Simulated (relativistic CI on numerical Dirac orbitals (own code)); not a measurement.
**Mn2+ in a cubic cluster: 1s photoemission with charge transfer**

Computed with a charge-transfer multiplet model of a cubic metal-ligand cluster with up to 3 ligand holes, Slater and spin-orbit integrals from Dirac-Coulomb-Breit ions, Slater integrals scaled by 0.7. The ground state mixes d5 with configurations of k ligand holes L, whose averages lie at kΔ + k(k − 1)U_dd/2; a core hole lowers each added d electron by U_cd. 300 K, Lorentzian 1.1 eV and Gaussian 0.6 eV FWHM.

Atomic integrals in eV (Slater integrals scaled, ζ unscaled), ground: F2dd 7.178, F4dd 4.458, zeta_d 0.037; with the core hole: F2dd 8.443, F4dd 5.278, zeta_d 0.058, G2cd 0.043.

Cluster parameters (eV): Δ = 3.9, U_dd = 6.8, U_cd = 8.4, 10Dq = 0.85, 10Dq(ligand) = 0.6, final-state hopping factor = 1.

```
                              Case   n_d    d5   d6L  d7L2  d8L3     S
V(eg) = 1.95 eV, V(t2g) = -0.97 eV  5.21  0.80  0.19  0.01  0.00  2.50
V(eg) = 2.25 eV, V(t2g) = -1.12 eV  5.25  0.76  0.23  0.01  0.00  2.50
V(eg) = 2.55 eV, V(t2g) = -1.27 eV  5.29  0.72  0.26  0.02  0.00  2.50
```

Weights, n_d and S are thermal averages at 300 K. Binding energies count from the first peak over 30 % of the highest in each spectrum, which can be another peak from case to case. The parameters are a model scan and need not match a compound or its usual spin state. Peaks in eV (height, largest 100):
- V(eg) = 1.95 eV, V(t2g) = -0.97 eV: 0.0 (100), 6.3 (63), 10.2 (10)
- V(eg) = 2.25 eV, V(t2g) = -1.12 eV: 0.0 (100), 2.6 (11), 6.9 (52), 11.5 (8)
- V(eg) = 2.55 eV, V(t2g) = -1.27 eV: 0.0 (100), 3.1 (10), 7.6 (45), 12.8 (7)

For the case V(eg) = 2.25 eV, V(t2g) = -1.12 eV, Δ = 3.9 eV is smaller than U_dd = 6.8 eV, the charge-transfer side of the Zaanen-Sawatzky-Allen scheme. With the core hole the average of the configuration with one ligand hole lies at Δ − U_cd = -4.5 eV before mixing: the effective hopping of about 3.6 eV (from the holes of the mixed ground state) is comparable with this gap or larger, so the configurations mix strongly.
